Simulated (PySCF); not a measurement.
# Telling isomers of C8H12OSi apart by NMR

Computational details: geometry: GFN2-xTB, GIAO PBE0/pcSseg-1 shieldings, in PySCF 2.14.0 with density-fitted response routines (single conformer, rapidly exchanging positions averaged, relativity neglected, no solvent model).

Chemical shifts δ = σref − σ; 1H and 13C vs TMS, all at this level. Where no couplings were computed, multiplicities follow the n + 1 count of equivalent neighbours, and m marks all less simple cases (inequivalent or close neighbours, rings, F or P nearby). Shifts are as computed. Against solution values, carbons near 30 ppm lie about +3 ppm off and those near 130 ppm about +5 ppm. Of 1211 compounds with measured shifts, 218 miss one by over three times the rms of a fit or turn the order of signals round; such compounds aren't used in these exercises.

(1) Tabulate the signals of `CC#C[C@@]1([SiH3])C[C@H]1C(C)=O`, `[SiH3]c1cc(C2CCC2)co1`, `C=CCCC1=CC(=O)[SiH2]C1`, `C=CCc1ccc([SiH2]C)o1` and their relative energies.

(2) What is the quickest way to tell C=CCCC1=CC(=O)[SiH2]C1 from C=CCc1ccc([SiH2]C)o1?

(3) What is the quickest way to tell [SiH3]c1cc(C2CCC2)co1 from C=CCc1ccc([SiH2]C)o1?

(4) What is the quickest way to tell CC#C[C@@]1([SiH3])C[C@H]1C(C)=O from C=CCc1ccc([SiH2]C)o1?

## Answers

(1) 
| SMILES | carbon types | δC | δH | E rel. (kcal/mol) |
| --- | --- | --- | --- | --- |
| CC#C[C@@]1([SiH3])C[C@H]1C(C)=O | 4×C 1×CH 1×CH2 2×CH3 | 206.2, 84.1, 84.0, 35.5, 32.7, 25.1, 10.8, 4.9 | 4.00 (s, 3H), 2.31 (s, 3H), 1.96 (s, 3H), 1.88 (m, 1H), 1.61 (m, 1H), 0.93 (m, 1H) | 36.4 |
| [SiH3]c1cc(C2CCC2)co1 | 2×C 3×CH 3×CH2 | 154.4, 149.7, 139.7, 129.3, 31.3, 30.6, 16.9 | 7.63 (m, 1H), 7.29 (m, 1H), 4.46 (s, 3H), 3.37 (m, 1H), 2.49 (m, 2H), 2.18 (m, 2H), 2.10 (m, 1H), 2.02 (m, 1H) | 10.7 |
| C=CCCC1=CC(=O)[SiH2]C1 | 2×C 2×CH 4×CH2 | 234.7, 185.3, 149.8, 146.1, 122.5, 41.8, 36.9, 14.7 | 6.29 (s, 1H), 5.84 (m, 1H), 5.32 (m, 1H), 5.24 (m, 1H), 4.06 (m, 2H), 2.62 (m, 2H), 2.47 (m, 2H), 1.65 (m, 2H) | 6.7 |
| C=CCc1ccc([SiH2]C)o1 | 2×C 3×CH 2×CH2 1×CH3 | 166.1, 154.7, 145.9, 129.9, 120.0, 114.6, 39.8, -8.0 | 6.95 (m, 1H), 6.43 (m, 1H), 6.19 (m, 1H), 5.39 (m, 1H), 5.19 (m, 1H), 4.75 (q, 2H), 3.50 (d, 2H), 0.35 (t, 3H) | 0.0 |

Energies are electronic energies at PBE0/pcSseg-1 on these geometries, without zero-point or thermal terms, each for the one conformer computed, which needn't be the lowest.

(2) Both give the same number of carbon signals, but DEPT or the intensities differ. The first has a carbonyl carbon (C) at 234.7 ppm, the second a methyl carbon bonded to Si (CH3) at -8.0 ppm. Their most deshielded carbons lie at 234.7 and 166.1 ppm. In the proton spectra the most deshielded non-exchanging signals are 6.29 (s, 1H) and 6.95 (m, 1H).

(3) Count the carbon signals: 7 against 8. The first has an sp3 CH on an aromatic ring at 30.6 ppm, the second a terminal =CH2 carbon at 120.0 ppm. Their most deshielded carbons lie at 154.4 and 166.1 ppm. In the proton spectra the most deshielded non-exchanging signals are 7.63 (m, 1H) and 6.95 (m, 1H).

(4) Both give the same number of carbon signals, but DEPT or the intensities differ. The first has an alkyne carbon (C) at 84.1 ppm, the second an alkene CH at 145.9 ppm. Their most deshielded carbons lie at 206.2 and 166.1 ppm. In the proton spectra the most deshielded non-exchanging signals are 4.00 (s, 3H) and 6.95 (m, 1H).
